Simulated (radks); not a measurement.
Results of a calculation; reference values are marked as such.
Q: Species: the xenon ion Xe35+. Configuration: [Ar] 3d1 (the NIST ground configuration). Code: a radial shooting solver on a logarithmic mesh with Libxc functionals. Model: non-relativistic Kohn-Sham, PBE, spin-polarised, spherical densities, point nucleus; open shells are filled with parallel spins first (spin-orbit coupling, left out, can overturn this in heavy ions); relativity is left out, which matters for an element this heavy. Some entries of the table are withheld. Estimate them.

orbital  occ.  eigenvalue (hartree)  <1/r> (bohr^-1)
1s up       1             -1277.577            53.47
1s down     1             -1277.576            53.47
2s up       1             -249.4167            12.41
2s down     1             -249.2524            12.41
2p up       3             -239.2146            12.39
2p down     3             -239.0973            12.39
3s up       1             -92.77952            4.976
3s down     1             -92.62766            4.969
3p up       3             -88.87365              (1)
3p down     3             -88.70596              (2)
3d up       1             -82.54470            4.814
3d down     0             -82.32355            4.809
4s up       0             -47.65846            2.600
4s down     0             -47.60517            2.597
4p up       0             -45.98672            2.567
4p down     0             -45.92978            2.565

A: 
(1) 3p up <1/r> (bohr^-1): 4.924
(2) 3p down <1/r> (bohr^-1): 4.916
